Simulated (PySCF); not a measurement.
F2Zn, charge +1, doublet, geometry from GFN2-xTB (such geometries of metal compounds can be far from the true shape) (a state made from the parent by changing its charge; the spin is typed, not shown lowest); PBE0/cc-pVDZ in PySCF.

Here is a job for PySCF.
```python
from pyscf import gto, scf, dft

mol = gto.M(
    atom='''
Zn    0.12354814    0.24440345    0.24927362
F    -0.42372069    0.69631363   -1.38959384
F     0.01189356   -1.51099178    0.55868176
''',
    basis='cc-pvdz',
    charge=1,
    spin=1,
    verbose=4,
)

mf = dft.UKS(mol)
mf.xc = 'pbe0'
mf.kernel()
```

**Question.** What does PySCF print? Leave out banner, timings and long lists.

**Answer.** 
```
PySCF version 2.14.0

[INPUT] verbose = 4
[INPUT] num. atoms = 3
[INPUT] num. electrons = 47
[INPUT] charge = 1
[INPUT] spin (= nelec alpha-beta = 2S) = 1
[INPUT] symmetry False subgroup None
[INPUT] Mole.unit = angstrom
[INPUT] Symbol           X                Y                Z      unit          X                Y                Z       unit  Magmom
[INPUT]  1 Zn     0.123548140000   0.244403450000   0.249273620000 AA    0.233472147799   0.461855584399   0.471058871879 Bohr   0.0
[INPUT]  2 F     -0.423720690000   0.696313630000  -1.389593840000 AA   -0.800716057412   1.315842057502  -2.625951781983 Bohr   0.0
[INPUT]  3 F      0.011893560000  -1.510991780000   0.558681760000 AA    0.022475571046  -2.855360640669   1.055755517190 Bohr   0.0

nuclear repulsion = 174.404256778565
number of shells = 17
number of NR pGTOs = 174
number of NR cGTOs = 71
basis = cc-pvdz
ecp = {}

******** <class 'pyscf.dft.uks.UKS'> ********
method = UKS
initial guess = minao
damping factor = 0
level_shift factor = 0
DIIS = <class 'pyscf.scf.diis.CDIIS'>
diis_start_cycle = 1
diis_space = 8
diis_damp = 0
SCF conv_tol = 1e-09
SCF conv_tol_grad = None
SCF max_cycles = 50
direct_scf = True
direct_scf_tol = 1e-13
number electrons alpha = 24  beta = 23
XC library pyscf.dft.libxc version 7.1.2
    S. Lehtola, C. Steigemann, M. J. T. Oliveira, and M. A. L. Marques,  SoftwareX 7, 1–5 (2018)
XC functionals = pbe0
    C. Adamo and V. Barone,  J. Chem. Phys. 110, 6158 (1999)
    M. Ernzerhof and G. E. Scuseria,  J. Chem. Phys. 110, 5029 (1999)
radial grids:
    Treutler-Ahlrichs [JCP 102, 346 (1995); DOI:10.1063/1.469408] (M4) radial grids

becke partition: Becke, JCP 88, 2547 (1988); DOI:10.1063/1.454033
pruning grids: <function nwchem_prune>
grids dens level: 3
symmetrized grids: False
atomic radii adjust function: <function treutler_atomic_radii_adjust>
small_rho_cutoff = 0
Set gradient conv threshold to 3.16228e-05
tot grids = 49168
init E= -1978.28190865459

cycle= 1 E= -1977.64014239171  delta_E= 0.642  |g|= 1.42  |ddm|= 1.59
cycle= 2 E= -1974.15633575236  delta_E= 3.48  |g|=  3.8  |ddm|= 3.07
cycle= 3 E= -1978.16395283076  delta_E= -4.01  |g|= 0.773  |ddm|= 2.32
cycle= 4 E= -1978.19068425915  delta_E= -0.0267  |g|= 0.439  |ddm|= 0.521
cycle= 5 E= -1978.25090202538  delta_E= -0.0602  |g|= 0.164  |ddm|= 0.206
cycle= 6 E= -1978.25740615596  delta_E= -0.0065  |g|= 0.0427  |ddm|= 0.0975
cycle= 7 E= -1978.25731664502  delta_E= 8.95e-05  |g|= 0.0401  |ddm|= 0.0487
cycle= 8 E= -1978.25796397744  delta_E= -0.000647  |g|= 0.00483  |ddm|= 0.032
cycle= 9 E= -1978.25801022277  delta_E= -4.62e-05  |g|= 0.00264  |ddm|= 0.0134
cycle= 10 E= -1978.25804170316  delta_E= -3.15e-05  |g|= 0.00151  |ddm|= 0.0128
cycle= 11 E= -1978.25807481778  delta_E= -3.31e-05  |g|= 0.000439  |ddm|= 0.0271
cycle= 12 E= -1978.25807611579  delta_E= -1.3e-06  |g|= 0.000102  |ddm|= 0.0058
cycle= 13 E= -1978.25807612803  delta_E= -1.22e-08  |g|= 3.25e-05  |ddm|= 0.00049
cycle= 14 E= -1978.25807612851  delta_E= -4.79e-10  |g|= 8.89e-06  |ddm|= 6.27e-05
Extra cycle  E= -1978.25807612851  delta_E= -3.64e-12  |g|= 1.26e-05  |ddm|= 1.48e-05
converged SCF energy = -1978.25807612851  <S^2> = 0.76351817  2S+1 = 2.0134728
```
